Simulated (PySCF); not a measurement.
B(F)(Me)(SiMe3), SMILES C[Si](C)(C)B(F)C, GFN2-xTB optimised geometry. Atoms within 1.6 Å of the plane z = 0.6 Å (x, y, z in Å): B1 (0.67, 1.43, 0.00), F2 (0.11, 2.63, 0.00), C3 (2.25, 1.43, 0.00), H4 (2.70, 0.44, 0.02), H5 (2.63, 1.99, 0.85), H6 (2.63, 1.94, -0.88), Si7 (-0.53, -0.17, -0.03), C8 (0.38, -1.79, 0.46), C10 (-2.02, 0.02, 1.16), H11 (-0.30, -2.63, 0.45), H12 (1.18, -2.02, -0.23), H13 (0.81, -1.72, 1.45), H17 (-2.59, 0.92, 0.93), H18 (-1.70, 0.09, 2.19), H19 (-2.70, -0.82, 1.08).

Computed with CAM-B3LYP/def2-SVP (PySCF 2.14.0). Cells within 0.4 Å of a nucleus heavier than hydrogen are left out (blank, or x).

Map of the electron localisation function on the plane z = 0.6 Å:

```
|00000000000000000000000000000|
|00000000000000000000000000000|
|00000000000000000000000000000|
|00000000000000111000000000000|
|00000000000013444100000000000|
|00000000000146775200033200000|
|00000000000357886200488730000|
|00000000000257875102899961000|
|00001576100035774225999972000|
|00006999700002341377899951000|
|00039999930002310587688620000|
|00039999952137873476566310000|
|00017999966547997344688730000|
|00001588779822786202799972000|
|00000245489700143000699983000|
|00013788689600242000179971000|
|00038999767524885100001210000|
|00059999732258986310000000000|
|000399994001576x4531000000000|
|000058851001571xx652000000000|
|000002100005898x4653100000000|
|00000000003999975442100000000|
|00000000006999983211000000000|
|00000000007999971000000000000|
|00000000003899940000000000000|
|00000000000367410000000000000|
|00000000000000000000000000000|
|00000000000000000000000000000|
|00000000000000000000000000000|
```
Scale: ten equal steps from 0.000 (start of '0') to 0.999 (end of '9'), in the order '0123456789'; x runs from -5.00 to 5.00, y from -5.00 (bottom) to 5.00 (top).
